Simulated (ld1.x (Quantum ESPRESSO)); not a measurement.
**Transferability test, ultrasoft potential for Ni**

Ni (Z = 28), ultrasoft, made with ld1.x (Quantum ESPRESSO) 7.5 (PBE, fully relativistic). Core [Ne], reference 3s2 3p6 3d8 4s1 4p0 (charge +1). Waves: 3s (bound): rcut 1.00, rcutus 1.10 bohr; 4s (bound): rcut 1.00, rcutus 1.10 bohr; 3p (bound): rcut 1.05, rcutus 1.25 bohr; 4p (bound, empty): rcut 1.05, rcutus 1.25 bohr; 3d (bound): rcut 1.40, rcutus 1.55 bohr; 3d channel at -0.65 Ry: rcut 1.40, rcutus 1.55 bohr. Local part: all-electron potential smoothed inside 1.05 bohr (lloc = -2). Core correction: a·sin(br)/r model core, default radius (core density twice the valence density). Augmentation charge: PSQ, inside the norm-conserving radii.

Open shells are filled in proportion to 2j + 1 (rel_dist='average').

Energies are relative to the spin-unpolarised reference configuration 3s2 3p6 3d8 4s1 4p0; without spin polarisation the order of configurations can differ from experiment.

Q: Give the all-electron excitation energy and the error of the potential for: 3s2 3p6 3d8 4s2 4p0; 3s2 3p6 3d8 4s0 4p0; 3s2 3p6 3d7 4s0 4p0; 3s2 3p6 3d9 4s0 4p0; 3s2 3p5 3d8 4s2 4p0; 3s2 3p6 3d7 4s2 4p1; 3s2 3p6 3d8 4s0 4p2.

A:

| valence configuration | charge | ΔE all-electron (eV) | error AE − PS (meV) |
| --- | --- | --- | --- |
| 3s2 3p6 3d8 4s2 4p0 | 0 | -9.323 | +0.4 |
| 3s2 3p6 3d8 4s0 4p0 | +2 | 17.351 | +0.7 |
| 3s2 3p6 3d7 4s0 4p0 | +3 | 54.817 | +55 |
| 3s2 3p6 3d9 4s0 4p0 | +1 | -3.004 | +38 |
| 3s2 3p5 3d8 4s2 4p0 | +1 | 70.221 | +54 |
| 3s2 3p6 3d7 4s2 4p1 | 0 | 1.221 | +70 |
| 3s2 3p6 3d8 4s0 4p2 | 0 | 0.178 | -4.4 |

Levels in the configuration 3s2 3p6 3d7 4s2 4p1:

| level | all-electron (eV) | pseudo (eV) |
| --- | --- | --- |
| 3s j=1/2 | -119.334 | -119.208 |
| 3p j=1/2 | -80.997 | -80.869 |
| 3p j=3/2 | -78.748 | -78.623 |
| 3d j=3/2 | -16.365 | -16.217 |
| 3d j=5/2 | -16.102 | -15.964 |
| 4s j=1/2 | -8.074 | -8.082 |
| 4p j=1/2 | -2.677 | -2.675 |
| 4p j=3/2 | -2.589 | -2.588 |
